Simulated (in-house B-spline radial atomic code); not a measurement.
Ionising Tl with different functionals

Computed with an all-electron radial atomic-structure program (B-spline basis): scalar-relativistic (spin-free X2C) Hamiltonian, Fermi nucleus of rms radius 5.4759 fm, spin-polarised at highest spin, spherical fractional occupations for the functionals, and exact exchange of hybrids averaged over the configuration. The ionisation energy is the difference of two self-consistent energies, [Xe] 4f14 5d10 6s2 6p1 → [Xe] 4f14 5d10 6s2, without Breit or QED terms; ε is the level of the shell that loses the electron (its least bound occupied spin orbital). There is no spin-orbit coupling in this Hamiltonian.

| method | rung | ΔSCF (eV) | -ε(6p) (eV) |
| --- | --- | --- | --- |
| PBE0 | global hybrid | 5.37 | 3.37 |
| B3LYP | global hybrid | 5.47 | 3.25 |
| TPSSh | global hybrid | 5.21 | 2.84 |
| BHandHLYP | global hybrid | ? | ? |
| r2SCAN0 | global hybrid | 5.34 | 3.47 |
| B97-1 | global hybrid | 5.18 | 3.02 |
| HSE06 | range-separated hybrid | ? | ? |
| wB97X | range-separated hybrid | 5.33 | 5.14 |
| CAM-B3LYP | range-separated hybrid | 5.53 | 4.46 |
| LC-wPBE | range-separated hybrid | 5.44 | 5.51 |

(1) What does BHandHLYP give?

(2) What does HSE06 give?

(3) Among the functionals, which spreads more, the ΔSCF values or the orbital energies?

(4) How do they compare with the NIST value?

## Answers

(1) ΔSCF 5.37 eV, and -ε(6p) = 4.00 eV.

(2) ΔSCF 5.40 eV, and -ε(6p) = 3.03 eV.

(3) The orbital energies: ΔSCF values span about 0.35 eV and the orbital energies 2.68 eV; here energy differences depend much less on the functional than eigenvalues do.

(4) NIST lists 6.108 eV (measured, ground level to ground level). Errors run from -0.92 to -0.58 eV. The correlated functionals all miss on the same side by more than they spread, so the cause is common to them (spin-orbit coupling, Breit-QED terms, multiplet and fine-structure energies, or a listed next ion that isn't the cheapest removal here) and closeness doesn't rank the functionals.
